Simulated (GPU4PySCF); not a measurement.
C₂₄H₁₂N₆, SMILES c1cccc2nc3c(nc21)c1c(c2c3nc3ccccc3n2)nc2ccccc2n1.

The structure is a stationary point at PBE0-D3(BJ)/def2-SVP.

Two levels are set side by side: TDA-PBE/def2-SVPD (GPU4PySCF) and TDA-CAM-B3LYP/def2-SVPD (GPU4PySCF). Vertical, same geometry. The lowest singlet is HOMO→LUMO 89 % with PBE and HOMO−4→LUMO 59 %, HOMO−5→LUMO+1 13 % with the other functional; states are paired by order. Differences are taken from unrounded values.

```
quantity                              TDA-CAM-B3LYP  TDA-PBE  TDA-PBE minus TDA-CAM-B3LYP
------------------------------------  -------------  -------  ---------------------------
lowest singlet excitation (eV)                 3.48     2.14                        -1.34
lowest triplet excitation (TDA) (eV)           2.67     1.96                        -0.71
```

A lower first singlet is the usual sign of a functional without exact exchange. Differences between two approximate levels are no errors against the true value.
